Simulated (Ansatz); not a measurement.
Consider the ligand exchange at a B–O bond: `BO[SiH](O)S` + CH₃SH → `BSC` + `O[SiH](O)S`.

Calculated with Ansatz (gas phase, PBE0-D4/def2-TZVP geometries, no zero-point term in ΔE). CCSD(T)/CBS is the MP2 limit (def2-TZVPP, def2-QZVPP) plus CCSD(T) − MP2 in def2-TZVPP, frozen cores. This one scheme is used for every species. DFT in def2-TZVPP. Each species was taken in one conformer, which may not be the lowest.

| level | ΔE (kJ/mol) |
| --- | --- |
| LDA (SPW92) | 12.5 |
| B2PLYP | 28.6 |

**Question.** What does CCSD(T)/CBS give? (An estimate is asked.)

**Answer.** The calculation gave: +26.1 kJ/mol. The listed levels differ from it by -13.6, 2.5 kJ/mol.

Largest T1 diagnostic among the species: 0.014.

From BLYP to BHLYP (50 % exact exchange), in def2-TZVPP and without D4, ΔE moves by +11.0 kJ/mol. In def2-TZVPP, CCSD(T) changes the Hartree–Fock value by −21.3 kJ/mol (the triples alone add −4.2 kJ/mol) and MP2 by −24.1 kJ/mol. At CCSD(T), def2-SVP lies +14.6 kJ/mol from the extrapolated value and def2-TZVPP +1.6 kJ/mol.

CCSD(T)/CBS has its own doubt, a few kJ/mol and more with outer-core shells, so smaller differences from it don't rank the levels.
